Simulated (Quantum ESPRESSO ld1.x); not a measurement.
The numbers below are computed, except where a source is named.
Question: The aim is neutral zirconium in [Kr] 4d2 5s2. This ld1.x (Quantum ESPRESSO 7.5) run was made with `OMP_NUM_THREADS=1 ld1.x < ld1.in > ld1.out`. Can the result be used? Name any fault.

```
 &input
    zed=40.0,
    iswitch=1,
    rel=1,
    lsd=2,
    dft='PBESOL',
    config='[Kr] 4d2 5s2',
    prefix='ld1',
    max_out_wfc=37,
    file_charge='ld1.rho',
 /
```

Output (excerpt):

```
     Program LD1 v.7.5 starts

 %%%%%%%%%%%%%%%%%%%%%%%%%%%%%%%%%%%%%%%%%%%%%%%%%%%%%%%%%%%%%%%%%%%%%%%%%%%%%%
     Error in routine ld1_readin (1):
     lsd not correct
 %%%%%%%%%%%%%%%%%%%%%%%%%%%%%%%%%%%%%%%%%%%%%%%%%%%%%%%%%%%%%%%%%%%%%%%%%%%%%%

     stopping ...
```

Answer: No (refused). The line at issue: lsd=2. The program stops in ld1_readin with "lsd not correct": lsd takes 0 or 1. The sound input gives -3596.484 hartree.
